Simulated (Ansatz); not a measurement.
Ansatz (a first-principles code) input (B3LYP-D3(BJ)/def2-TZVP):

Ansatz 0.2 input:
```yaml
crystal:
  periodic: [false, false, false]
  atoms:
    - {symbol: K, position_ang: [-0.00000000, -0.00000000, -0.70776611]}
    - {symbol: F, position_ang: [0.00000000, 0.00000000, 1.49417289]}
basis:
  gaussian:
    orbitals: def2-TZVP
hamiltonian:
  xc: b3lyp
  dispersion: d3bj
phonons: {temperatures: {t_min: 298.15, t_max: 298.15, t_step: 100}}
```

Output:

```
Functional definition: B3LYP
integrals: 0.01 GiB planned
481 factors; their error is unknown
mean field: 0.14 GiB planned
mean field evaluation 1: about -19039.9327 eV, gradient 5.3e1 eV
mean field evaluation 2: about -18768.3838 eV, gradient 2.3e2 eV
mean field evaluation 4: about -19044.4346 eV, gradient 4.1e0 eV
mean field evaluation 8: about -19044.5422 eV, gradient 9.0e-2 eV
mean field evaluation 16: about -19044.5422 eV, gradient 3.6e-6 eV
mean field -19044.54220666 eV, -699.8740172406 hartree, gradient 3.6e-6 eV, S^2 0.000000; 0 other end points of the search recorded, 0 dependent functions left out
the calculation of the forces begins
reference -19044.54250770 eV, -699.8740283034 hartree; 14, 14 occupied and 50, 50 virtual orbitals, 481 factors
these checks for a lower state are left out or cut short: stability, starts, cluster_reference, orbital_swaps, neighbouring_geometries, increment
integrals: 0.01 GiB planned
481 factors; their error is unknown
mean field: 0.14 GiB planned
mean field -19044.54220666 eV, -699.8740172406 hartree, gradient 2.6e-7 eV, S^2 0.000000; 0 other end points of the search recorded, 0 dependent functions left out
the calculation of the forces begins
reference -19044.54250770 eV, -699.8740283034 hartree; 14, 14 occupied and 50, 50 virtual orbitals, 481 factors
these checks for a lower state are left out or cut short: stability, starts, cluster_reference, orbital_swaps, neighbouring_geometries, increment
integrals: 0.01 GiB planned
481 factors; their error is unknown
mean field: 0.14 GiB planned
mean field -19044.54220666 eV, -699.8740172406 hartree, gradient 2.5e-7 eV, S^2 0.000000; 0 other end points of the search recorded, 0 dependent functions left out
the calculation of the forces begins
reference -19044.54250770 eV, -699.8740283034 hartree; 14, 14 occupied and 50, 50 virtual orbitals, 481 factors
these checks for a lower state are left out or cut short: stability, starts, cluster_reference, orbital_swaps, neighbouring_geometries, increment
integrals: 0.01 GiB planned
481 factors; their error is unknown
mean field: 0.14 GiB planned
mean field evaluation 32: about -19044.5422 eV, gradient 2.5e-2 eV
mean field -19044.54220666 eV, -699.8740172406 hartree, gradient 2.5e-7 eV, S^2 0.000000; 0 other end points of the search recorded, 0 dependent functions left out
the calculation of the forces begins
reference -19044.54250770 eV, -699.8740283034 hartree; 14, 14 occupied and 50, 50 virtual orbitals, 481 factors
these checks for a lower state are left out or cut short: stability, starts, cluster_reference, orbital_swaps, neighbouring_geometries, increment
integrals: 0.01 GiB planned
481 factors; their error is unknown
mean field: 0.14 GiB planned
mean field -19044.54220666 eV, -699.8740172406 hartree, gradient 2.5e-7 eV, S^2 0.000000; 0 other end points of the search recorded, 0 dependent functions left out
the calculation of the forces begins
reference -19044.54250770 eV, -699.8740283034 hartree; 14, 14 occupied and 50, 50 virtual orbitals, 481 factors
these checks for a lower state are left out or cut short: stability, starts, cluster_reference, orbital_swaps, neighbouring_geometries, increment
integrals: 0.01 GiB planned
481 factors; their error is unknown
mean field: 0.14 GiB planned
mean field -19044.54217962 eV, -699.8740162469 hartree, gradient 1.1e-6 eV, S^2 0.000000; 0 other end points of the search recorded, 0 dependent functions left out
the calculation of the forces begins
reference -19044.54248022 eV, -699.8740272935 hartree; 14, 14 occupied and 50, 50 virtual orbitals, 481 factors
these checks for a lower state are left out or cut short: stability, starts, cluster_reference, orbital_swaps, neighbouring_geometries, increment
integrals: 0.01 GiB planned
481 factors; their error is unknown
mean field: 0.14 GiB planned
mean field -19044.54218123 eV, -699.8740163061 hartree, gradient 7.7e-7 eV, S^2 0.000000; 0 other end points of the search recorded, 0 dependent functions left out
the calculation of the forces begins
reference -19044.54248271 eV, -699.8740273849 hartree; 14, 14 occupied and 50, 50 virtual orbitals, 481 factors
these checks for a lower state are left out or cut short: stability, starts, cluster_reference, orbital_swaps, neighbouring_geometries, increment
integrals: 0.01 GiB planned
481 factors; their error is unknown
mean field: 0.14 GiB planned
mean field evaluation 64: about -19044.5422 eV, gradient 4.6e-7 eV
mean field -19044.54220666 eV, -699.8740172406 hartree, gradient 2.5e-7 eV, S^2 0.000000; 0 other end points of the search recorded, 0 dependent functions left out
the calculation of the forces begins
reference -19044.54250770 eV, -699.8740283034 hartree; 14, 14 occupied and 50, 50 virtual orbitals, 481 factors
these checks for a lower state are left out or cut short: stability, starts, cluster_reference, orbital_swaps, neighbouring_geometries, increment
integrals: 0.01 GiB planned
481 factors; their error is unknown
mean field: 0.14 GiB planned
mean field -19044.54220666 eV, -699.8740172406 hartree, gradient 2.6e-7 eV, S^2 0.000000; 0 other end points of the search recorded, 0 dependent functions left out
the calculation of the forces begins
reference -19044.54250770 eV, -699.8740283034 hartree; 14, 14 occupied and 50, 50 virtual orbitals, 481 factors
these checks for a lower state are left out or cut short: stability, starts, cluster_reference, orbital_swaps, neighbouring_geometries, increment
integrals: 0.01 GiB planned
481 factors; their error is unknown
mean field: 0.14 GiB planned
mean field -19044.54220666 eV, -699.8740172406 hartree, gradient 2.5e-7 eV, S^2 0.000000; 0 other end points of the search recorded, 0 dependent functions left out
the calculation of the forces begins
reference -19044.54250770 eV, -699.8740283034 hartree; 14, 14 occupied and 50, 50 virtual orbitals, 481 factors
these checks for a lower state are left out or cut short: stability, starts, cluster_reference, orbital_swaps, neighbouring_geometries, increment
integrals: 0.01 GiB planned
481 factors; their error is unknown
mean field: 0.14 GiB planned
mean field -19044.54220666 eV, -699.8740172406 hartree, gradient 2.5e-7 eV, S^2 0.000000; 0 other end points of the search recorded, 0 dependent functions left out
the calculation of the forces begins
reference -19044.54250770 eV, -699.8740283034 hartree; 14, 14 occupied and 50, 50 virtual orbitals, 481 factors
these checks for a lower state are left out or cut short: stability, starts, cluster_reference, orbital_swaps, neighbouring_geometries, increment
integrals: 0.01 GiB planned
481 factors; their error is unknown
mean field: 0.14 GiB planned
mean field -19044.54218123 eV, -699.8740163061 hartree, gradient 7.7e-7 eV, S^2 0.000000; 0 other end points of the search recorded, 0 dependent functions left out
the calculation of the forces begins
reference -19044.54248271 eV, -699.8740273849 hartree; 14, 14 occupied and 50, 50 virtual orbitals, 481 factors
these checks for a lower state are left out or cut short: stability, starts, cluster_reference, orbital_swaps, neighbouring_geometries, increment
integrals: 0.01 GiB planned
481 factors; their error is unknown
mean field: 0.14 GiB planned
mean field evaluation 96: about -19044.5422 eV, gradient 3.0e-5 eV
mean field -19044.54217962 eV, -699.8740162469 hartree, gradient 1.1e-6 eV, S^2 0.000000; 0 other end points of the search recorded, 0 dependent functions left out
the calculation of the forces begins
reference -19044.54248022 eV, -699.8740272935 hartree; 14, 14 occupied and 50, 50 virtual orbitals, 481 factors
Total energy: -19044.56109868 eV, -699.8747115094 hartree
Atom 0 at    -0.000000    -0.000000    -0.707766 Å, force     0.000000     0.000000     0.000612 eV/Å
Atom 1 at     0.000000     0.000000     1.494173 Å, force    -0.000000    -0.000000    -0.000612 eV/Å
Dipole moment:    -0.000000     0.000000    -1.779522 e Å
Vibrations: 422.62 cm⁻¹, zero-point energy 0.026199 eV
```
